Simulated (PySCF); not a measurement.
MoO₂Br, doublet: structure and spectrum

These are results of PySCF, UPBE0, basis Mo def2-TZVP with ECP28, O def2-TZVP, Br def2-TZVP (scalar-relativistic core potentials, no spin–orbit coupling, density fitting), not measurements.

The structure is a minimum.

* Point group: Cs
* Bond lengths: Mo–Br 2.405 Å, Mo–O 1.673 Å (×2)
* Bond angles: Br–Mo–O 118.1° (×2), O–Mo–O 111.3°
* Zero-point energy: 17.9 kJ/mol
* Enthalpy at 298.15 K above 0 K: 15.69 kJ/mol
* Rotational symmetry number: 1
* Principal polarisabilities: 48.5, 57.1, 78.5 bohr³
* Spin squared ⟨S²⟩: 0.759
* Principal quadrupole moments (Buckingham, traceless) about the centre of mass: -4.05, -3.86, 7.92 D Å
* Entropy at 298.15 K and 1 bar (electronic part: spin only): 332.7 J/(mol K)
* Heat capacity Cp at 298.15 K: 65.7 J/(mol K)
* Rotational constants: 0.2541, 0.04762, 0.04115 cm⁻¹
* Lowest empty level (α): -3.92 eV
* Dipole moment: 2.13 D
* Highest occupied level (α): -7.58 eV
* Atomisation energy without zero-point energy: 1483 kJ/mol

Harmonic modes (masses in u: Mo 97.905, O 15.995, Br 78.918):
| symmetry | ω (cm⁻¹) | IR (km/mol) | μ (u) | type |
| --- | --- | --- | --- | --- |
| a' | 117 | 19.7 | 23.12 | bend |
| a'' | 150 | 2.2 | 20.83 | bend |
| a' | 266 | 16.6 | 33.67 | mixed |
| a' | 382 | 18.9 | 24.52 | bend |
| a'' | 1016 | 225 | 19.00 | stretch |
| a' | 1064 | 114 | 17.55 | stretch |

Charges (e):
| atom | Mulliken | Löwdin | polar tensor | spin (Mulliken) | Mayer order to Mo1 |
| --- | --- | --- | --- | --- | --- |
| Mo1 | 1.40 | 0.44 | 1.79 | 1.05 | – |
| O2,3 | -0.53 | -0.26 | -0.68 | -0.01 | 1.98 |
| Br4 | -0.34 | 0.09 | -0.44 | -0.03 | 1.01 |

Mulliken populations on Mo1 (electrons outside its core potential): s 2.33, p 6.27, d 3.93, f 0.07.

Outer orbital energies (eV). α occupied: -11.98, -11.88, -11.22, -10.31, -9.66, -9.51, -9.30, -7.58; empty: -3.92, -2.75, -1.43, -0.68. β occupied: -12.47, -11.87, -11.51, -11.14, -10.19, -9.71, -9.50, -9.30; empty: -3.74, -3.55, -2.39, -1.06.

Formally Mo is in oxidation state +5, d1, with 1 unpaired electron. The Mulliken spin on Mo is 1.05. The polar-tensor charge on Mo, 1.79, is far below the formal one.

This need not be the most stable arrangement of these atoms. Open d and f shells are described by one determinant, and the ground state may have another occupation or spin.

The final relaxation and frequency run took 120 s on 4 threads of a shared Arm Neoverse V1 host, with 150 basis functions and 16 gradients; the process peaked at 1.7 GiB. Launch command: `OMP_NUM_THREADS=4 python axn.py task.json out`.
